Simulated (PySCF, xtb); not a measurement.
CHF₂, SMILES F[CH]F, multiplicity 2.

Harmonic wavenumbers (cm⁻¹) from GFN2-xTB run with xtb at its own minimum, in rising order: 466, 748, 1141, 1154, 1227, 3053.

### Question
What does B3LYP-D3(BJ)/def2-TZVP (PySCF) give at its own minimum? (The exact figures need the calculation; the answer reports its results.)

### Answer
547, 995, 1170, 1178, 1331, 3111. Paired by order, the mean absolute difference is 91 cm⁻¹ and the zero-point energies are 11.1 and 11.9 kcal/mol.
